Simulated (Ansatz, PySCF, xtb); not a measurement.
Pair of molecules: ethylamine (SMILES CCN) (first 10 atoms) with NH3 (SMILES N); geometry from B3LYP-D3(BJ)/def2-TZVP, rigid monomers moved along the line of their centres of mass till N3···H14 is 3.92 Å.
(charge 0, multiplicity 1):
```tsv
atom	x (Å)	y (Å)	z (Å)
C	1.3411	0.2681	0.3568
C	-0.1120	0.6768	0.1757
N	-1.0094	-0.3729	0.6788
H	2.0087	1.0483	-0.0130
H	1.5587	0.0941	1.4108
H	1.5605	-0.6468	-0.2013
H	-0.2981	0.9239	-0.8788
H	-0.3093	1.5816	0.7555
H	-1.9799	-0.1173	0.5373
H	-0.8553	-1.2390	0.1737
N	-0.0297	-0.3805	5.4474
H	0.2421	-1.2725	5.8452
H	-0.7192	0.0240	6.0709
H	-0.4877	-0.5687	4.5550
```

Interaction energies are E(AB) − E(A) − E(B) at the monomers' geometry in the complex; basis-set methods are counterpoise corrected.

Cores are frozen in the correlated methods. Rows in 6-31G* carry no dispersion term and start afresh at each structure (6-31G* with six Cartesian d functions).

Programs: Ansatz (a quantum-chemistry and plane-wave program) with Gaussian orbitals; PySCF for 6-31G* rows, the dispersion terms; xtb for the GFN methods. Each number belongs to the level named beside it.

```json
[
 {"level": "GFN2-xTB", "interaction energy (kcal/mol)": "-0.61"},
 {"level": "HF/6-31G*", "interaction energy (kcal/mol)": "-0.62"},
 {"level": "PBE-D3(BJ)/def2-TZVPPD", "interaction energy (kcal/mol)": "-0.94"},
 {"level": "PBE-D4/def2-TZVPPD", "interaction energy (kcal/mol)": "-0.92"},
 {"level": "r2SCAN/def2-TZVPPD", "interaction energy (kcal/mol)": "[?]"},
 {"level": "r2SCAN-D3(BJ)/def2-TZVPPD", "interaction energy (kcal/mol)": "[?]"},
 {"level": "B3LYP-D3(BJ)/def2-TZVPPD", "interaction energy (kcal/mol)": "-0.78"},
 {"level": "PBE0-D3(BJ)/def2-TZVPPD", "interaction energy (kcal/mol)": "-0.90"},
 {"level": "SCS-MP2/aug-cc-pVDZ", "interaction energy (kcal/mol)": "-0.79"}
]
```

### Question
Fill in the missing entries.

### Answer

- r2SCAN/def2-TZVPPD, interaction energy (kcal/mol): -0.68
- r2SCAN-D3(BJ)/def2-TZVPPD, interaction energy (kcal/mol): -0.83
